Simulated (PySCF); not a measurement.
CCl₂F (SMILES F[C](Cl)Cl), doublet, geometry from GFN2-xTB; PBE/6-31G run with PySCF.

Here is a job for PySCF.
```python
from pyscf import gto, scf, dft

mol = gto.Mole()
mol.atom = '''
    F    -0.043186    1.608710   -0.072319
    C    -0.016352    0.319644    0.304944
    Cl    1.478011   -0.441349    0.000952
    Cl   -1.449376   -0.523137   -0.070293
'''
mol.basis = '6-31g'
mol.charge = 0
mol.spin = 1
mol.verbose = 4
mol.build()

mf = dft.UKS(mol)
mf.xc = 'pbe'
mf.diis = False
mf.max_cycle = 100
mf.kernel()
```

Q: Write the output that PySCF gives for this input, abridged.

A: 
```
PySCF version 2.14.0

[INPUT] verbose = 4
[INPUT] num. atoms = 4
[INPUT] num. electrons = 49
[INPUT] charge = 0
[INPUT] spin (= nelec alpha-beta = 2S) = 1
[INPUT] symmetry False subgroup None
[INPUT] Mole.unit = angstrom
[INPUT] Symbol           X                Y                Z      unit          X                Y                Z       unit  Magmom
[...]
nuclear repulsion = 200.22361289463
number of shells = 24
number of NR pGTOs = 136
number of NR cGTOs = 44
basis = 6-31g
ecp = {}

******** <class 'pyscf.dft.uks.UKS'> ********
method = UKS
initial guess = minao
damping factor = 0
level_shift factor = 0
DIIS disabled
SCF conv_tol = 1e-09
SCF conv_tol_grad = None
SCF max_cycles = 100
direct_scf = True
direct_scf_tol = 1e-13
number electrons alpha = 25  beta = 24
XC library pyscf.dft.libxc version 7.1.2
    S. Lehtola, C. Steigemann, M. J. T. Oliveira, and M. A. L. Marques,  SoftwareX 7, 1–5 (2018)
XC functionals = pbe
    J. P. Perdew, K. Burke, and M. Ernzerhof,  Phys. Rev. Lett. 77, 3865 (1996)
    J. P. Perdew, K. Burke, and M. Ernzerhof,  Phys. Rev. Lett. 78, 1396 (1997)
    J. P. Perdew, K. Burke, and M. Ernzerhof,  Phys. Rev. Lett. 77, 3865 (1996)
    J. P. Perdew, K. Burke, and M. Ernzerhof,  Phys. Rev. Lett. 78, 1396 (1997)
radial grids:
    Treutler-Ahlrichs [JCP 102, 346 (1995); DOI:10.1063/1.469408] (M4) radial grids

becke partition: Becke, JCP 88, 2547 (1988); DOI:10.1063/1.454033
pruning grids: <function nwchem_prune>
grids dens level: 3
symmetrized grids: False
atomic radii adjust function: <function treutler_atomic_radii_adjust>
small_rho_cutoff = 0
Set gradient conv threshold to 3.16228e-05
tot grids = 66144
init E= -1058.21577494812

cycle= 1 E= -1057.56294685964  delta_E= 0.653  |g|= 0.402  |ddm|= 1.82
cycle= 2 E= -1057.24942834651  delta_E= 0.314  |g|= 0.992  |ddm|= 1.13
cycle= 3 E= -1056.62039605361  delta_E= 0.629  |g|= 1.47  |ddm|= 2.07
cycle= 4 E= -1047.42884286359  delta_E= 9.19  |g|= 3.57  |ddm|= 4.55
cycle= 5 E= -1030.33832068215  delta_E= 17.1  |g|= 4.23  |ddm|= 8.01
cycle= 6 E= -1030.7627472784  delta_E= -0.424  |g|= 2.63  |ddm|=   11
cycle= 7 E= -1015.26152749324  delta_E= 15.5  |g|= 4.57  |ddm|= 19.1
cycle= 8 E= -1024.39949699977  delta_E= -9.14  |g|= 2.44  |ddm|= 21.6
cycle= 9 E= -1004.69698316751  delta_E= 19.7  |g|= 4.12  |ddm|= 21.7
cycle= 10 E= -1018.33493075093  delta_E= -13.6  |g|= 2.23  |ddm|= 27.2
cycle= 11 E= -1002.90758590611  delta_E= 15.4  |g|= 3.83  |ddm|= 28.5
[...]
cycle= 68 E= -1018.16294544274  delta_E= -15.3  |g|= 2.18  |ddm|= 28.2
cycle= 69 E= -1002.88400426527  delta_E= 15.3  |g|= 3.83  |ddm|= 28.2
cycle= 70 E= -1018.16294544275  delta_E= -15.3  |g|= 2.18  |ddm|= 28.2
cycle= 71 E= -1002.88400426529  delta_E= 15.3  |g|= 3.83  |ddm|= 28.2
cycle= 72 E= -1018.16294544276  delta_E= -15.3  |g|= 2.18  |ddm|= 28.2
cycle= 73 E= -1002.88400426531  delta_E= 15.3  |g|= 3.83  |ddm|= 28.2
cycle= 74 E= -1018.16294544277  delta_E= -15.3  |g|= 2.18  |ddm|= 28.2
cycle= 75 E= -1002.88400426532  delta_E= 15.3  |g|= 3.83  |ddm|= 28.2
cycle= 76 E= -1018.16294544277  delta_E= -15.3  |g|= 2.18  |ddm|= 28.2
cycle= 77 E= -1002.88400426532  delta_E= 15.3  |g|= 3.83  |ddm|= 28.2
cycle= 78 E= -1018.16294544277  delta_E= -15.3  |g|= 2.18  |ddm|= 28.2
cycle= 79 E= -1002.88400426533  delta_E= 15.3  |g|= 3.83  |ddm|= 28.2
cycle= 80 E= -1018.16294544278  delta_E= -15.3  |g|= 2.18  |ddm|= 28.2
cycle= 81 E= -1002.88400426533  delta_E= 15.3  |g|= 3.83  |ddm|= 28.2
cycle= 82 E= -1018.16294544278  delta_E= -15.3  |g|= 2.18  |ddm|= 28.2
cycle= 83 E= -1002.88400426533  delta_E= 15.3  |g|= 3.83  |ddm|= 28.2
cycle= 84 E= -1018.16294544278  delta_E= -15.3  |g|= 2.18  |ddm|= 28.2
cycle= 85 E= -1002.88400426534  delta_E= 15.3  |g|= 3.83  |ddm|= 28.2
cycle= 86 E= -1018.16294544278  delta_E= -15.3  |g|= 2.18  |ddm|= 28.2
cycle= 87 E= -1002.88400426533  delta_E= 15.3  |g|= 3.83  |ddm|= 28.2
cycle= 88 E= -1018.16294544278  delta_E= -15.3  |g|= 2.18  |ddm|= 28.2
cycle= 89 E= -1002.88400426534  delta_E= 15.3  |g|= 3.83  |ddm|= 28.2
cycle= 90 E= -1018.16294544278  delta_E= -15.3  |g|= 2.18  |ddm|= 28.2
cycle= 91 E= -1002.88400426534  delta_E= 15.3  |g|= 3.83  |ddm|= 28.2
cycle= 92 E= -1018.16294544278  delta_E= -15.3  |g|= 2.18  |ddm|= 28.2
cycle= 93 E= -1002.88400426534  delta_E= 15.3  |g|= 3.83  |ddm|= 28.2
cycle= 94 E= -1018.16294544278  delta_E= -15.3  |g|= 2.18  |ddm|= 28.2
cycle= 95 E= -1002.88400426534  delta_E= 15.3  |g|= 3.83  |ddm|= 28.2
cycle= 96 E= -1018.16294544278  delta_E= -15.3  |g|= 2.18  |ddm|= 28.2
cycle= 97 E= -1002.88400426534  delta_E= 15.3  |g|= 3.83  |ddm|= 28.2
cycle= 98 E= -1018.16294544278  delta_E= -15.3  |g|= 2.18  |ddm|= 28.2
cycle= 99 E= -1002.88400426533  delta_E= 15.3  |g|= 3.83  |ddm|= 28.2
cycle= 100 E= -1018.16294544278  delta_E= -15.3  |g|= 2.18  |ddm|= 28.2
SCF not converged.
SCF energy = -1018.16294544278 after 100 cycles  <S^2> = 0.75042524  2S+1 = 2.0004252
```

Convergence was not reached.
